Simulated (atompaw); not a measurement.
# Scattering properties, PAW (atompaw) potential for sulfur (S)

```
Element                 : sulfur (S)
Generator               : atompaw 4.2.0.5
Type                    : PAW
Functional              : PBE
Relativity              : scalar-relativistic
Frozen core             : [Ne]
Valence charge          : 6
Reference configuration : 3s1.75 3p4.25
Partial waves           : 3s (bound): rc 1.45 bohr; 3s channel at 0.05 Ry: rc 1.85 bohr; 3p (bound): rc 1.85 bohr; 3p channel at 0.15 Ry: rc 1.85 bohr
Local potential         : bessel scheme, radius 1.35 bohr
Core correction         : smooth core density matched at 1.40 bohr
Augmentation charge     : besselshape compensation charge, radius 1.35 bohr; PAW radius 1.85 bohr; waves and projectors: custom polynom vanderbiltortho
```

The phase is arctan(r·u′/u) with u = r·R(r), unwrapped; energies in Ry, scanned from -3 to 5 Ry. A pole is an energy at which the radial function vanishes at the test radius. The pseudo phase is shifted by a multiple of π to meet the all-electron one at the reference energy, and phase errors are pseudo minus all-electron; the curves can meet again beyond the range given. Levels narrower than the energy grid can be missing from the lists of poles.

| channel | radius (bohr) | reference energy (Ry) | poles, all-electron | poles, pseudo | unbroken range about the reference energy with phases within 0.05 rad | phase error 1 Ry above the reference energy (rad) |
| --- | --- | --- | --- | --- | --- | --- |
| s | 1.85 | -1.28 | 1.10 | 1.10 | the whole range | +0.000 |
| p | 1.85 | -0.53 | 2.29 | 2.29 | the whole range | +0.000 |

Phases in the s channel:

```json
{"E (Ry)": "-3.00", "all-electron": "0.974", "pseudo": "0.974"}
{"E (Ry)": "-2.52", "all-electron": "0.767", "pseudo": "0.766"}
{"E (Ry)": "-2.04", "all-electron": "0.333", "pseudo": "0.333"}
{"E (Ry)": "-1.56", "all-electron": "-0.411", "pseudo": "-0.411"}
{"E (Ry)": "-1.08", "all-electron": "-0.979", "pseudo": "-0.979"}
{"E (Ry)": "-0.60", "all-electron": "-1.253", "pseudo": "-1.253"}
{"E (Ry)": "-0.12", "all-electron": "-1.396", "pseudo": "-1.396"}
{"E (Ry)": "0.36", "all-electron": "-1.484", "pseudo": "-1.484"}
{"E (Ry)": "0.84", "all-electron": "-1.544", "pseudo": "-1.544"}
{"E (Ry)": "1.32", "all-electron": "-1.591", "pseudo": "-1.591"}
{"E (Ry)": "1.80", "all-electron": "-1.629", "pseudo": "-1.629"}
{"E (Ry)": "2.28", "all-electron": "-1.663", "pseudo": "-1.664"}
{"E (Ry)": "2.76", "all-electron": "-1.696", "pseudo": "-1.697"}
{"E (Ry)": "3.24", "all-electron": "-1.729", "pseudo": "-1.732"}
{"E (Ry)": "3.72", "all-electron": "-1.764", "pseudo": "-1.770"}
{"E (Ry)": "4.20", "all-electron": "-1.804", "pseudo": "-1.817"}
{"E (Ry)": "4.68", "all-electron": "-1.853", "pseudo": "-1.879"}
```
